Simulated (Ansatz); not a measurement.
Mulliken charges of `[OH][In]([F])[SH]` from ωB97M-V/def2-TZVPP in Ansatz (PBE0-D4/def2-TZVP geometry).

```tsv
atom	x (Å)	y (Å)	z (Å)	charge (e)
O1	-1.272	-1.130	0.161	-0.501
In2	0.406	-0.112	0.050	0.964
F3	1.971	-1.221	0.387	-0.485
S4	0.664	2.170	-0.422	-0.298
H5	-1.106	-2.054	0.369	0.181
H6	-0.664	2.348	-0.545	0.138
```

Task: By hand: the dipole of these point charges (1 e Å = 4.8032 D).

Result: Σ q r = (-0.417, 0.356, -0.103) e Å, of length 0.558 e Å = 2.68 D.

Task: How does the dipole of the full density compare? (Best estimate.)

Result: Computed: (-0.281, 0.164, -0.053) e Å, 1.58 D; the point charges give 1.70 times that, at 10° from its direction.

Point charges leave out the atoms' own dipoles, such as those of lone pairs, and Mulliken's split depends on the basis, so the two needn't agree.
